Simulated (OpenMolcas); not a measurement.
**C: thermal populations, the spin-orbit constant, Slater's ratio, worked from levels**

```
Program             : OpenMolcas 26.06
Basis               : ANO-RCC-VTZP [4s3p2d1f]
Scalar Hamiltonian  : DKH2, point nucleus
Active space        : 4 electrons in 4 orbitals (2s 2p)
State averaging     : 2S+1 = 3 even, 6 roots (3 in the spin-orbit step); 2S+1 = 1 even, 6 roots kept (CI in the orbitals of an earlier block); 2S+1 = 5 odd, 1 root; 2S+1 = 3 odd, 8 roots kept (CI in the orbitals of an earlier block)
Spin-orbit coupling : RASSI with atomic mean-field integrals over the reference wave functions, term energies averaged over their components
```

Methods: CASSCF; SS-CASPT2, IPEA 0.25 Eh, imaginary shift 0.1 Eh (closed shells correlated: 1s). Measured levels: NIST Handbook of Basic Atomic Spectroscopic Data.

**Thermal populations.** Z = Σ (2J + 1) exp(-E/kT) with k = 0.695035 cm-1/K, over the levels below. No other level of either list lies under 60300 cm-1, which is above 7 kT at each temperature.

```tsv
Level	2J + 1	SS-CASPT2	measured
2s² 2p² ³P₀	1	0.0	0.0
2s² 2p² ³P₁	3	15.1	16.4
2s² 2p² ³P₂	5	45.0	43.4
2s² 2p² ¹D₂	5	10030	10193
2s² 2p² ¹S₀	1	20560	21648
2s 2p³ ⁵S°₂	5	30620	33735
```

```csv
T (K),"Z, SS-CASPT2","Z, measured levels","Ground level (%), SS-CASPT2","Ground level (%), measured levels"
5000,9.205,9.192,10.9,10.9
8000,9.820,9.784,10.2,10.2
12000,10.682,10.603,9.4,9.4
```

At 12000 K, kT = 8340 cm-1, and the computed levels give Z = 1.000 + 2.995 + 4.973 + 1.502 + 0.085 + 0.127 = 10.682.

**The spin-orbit constant.** For the Hund term ³P of p2, E(J) = (A/2) J(J+1) + constant and ζ = 2S·A = 2A. From J = 0 to J = 2 the energy changes by 3 A.

```
   Source  E(2) - E(0)     A   ζ
   CASSCF         45.0  15.0  30
SS-CASPT2         45.0  15.0  30
 measured         43.4  14.5  29
```

All in cm-1. SS-CASPT2 is off by +3.7 % and CASSCF by +3.7 %. Both methods take the spin-orbit matrix elements from the reference wave functions, so the second can move ζ only through the term energies and any multistate remixing. Second-order mixing with other terms is absorbed into this ζ.

**Slater's ratio.** With one set of orbitals, p2 has ¹D - ³P = 6 F2 and ¹S - ¹D = 9 F2 (F2 = F²/25), a ratio of 3/2. Term energies are centres of gravity, weighted by 2J + 1.

```tsv
Source	¹D - ³P	¹S - ³P	F2 from the first	Ratio
CASSCF	12602	21237	2100	0.685
SS-CASPT2	9996	20534	1666	1.054
measured	10163	21618	1694	1.127
```

Energies in cm-1. A ratio away from 3/2 shows effects beyond one configuration with one set of orbitals, and in heavier atoms second-order spin-orbit shifts. In CASSCF the valence s occupation is 1.85 in ¹S against 1.96 in ¹D: mixing out of s² acts most on ¹S and pulls it down.

CASPT2 does not keep the components of a term degenerate, so their means are used; among the terms shown or strongly mixed into the levels shown the widest spread is 13 cm-1 (2s² 2p² ¹D, SS-CASPT2). Over all roots computed the reference weight is 0.93 to 0.99 in SS-CASPT2; the roots of lowest weight are the least certain, and an intruder state may touch them. Terms from blocks run as CI alone lack orbitals of their own. Without dynamic correlation excited terms often stand tens of per cent too high (terms of higher spin than the ground term too low), and those without a measured partner can miss by more than the paired ones (holds for CASSCF). Computed and measured levels are paired by configuration, term and J; levels that our copy of the source lacks, or whose pairing is in doubt (as where it misses far off the trend of its configuration), stay unpaired and out of the deviations. Levels of configurations outside the active space are missing.

° marks odd parity.
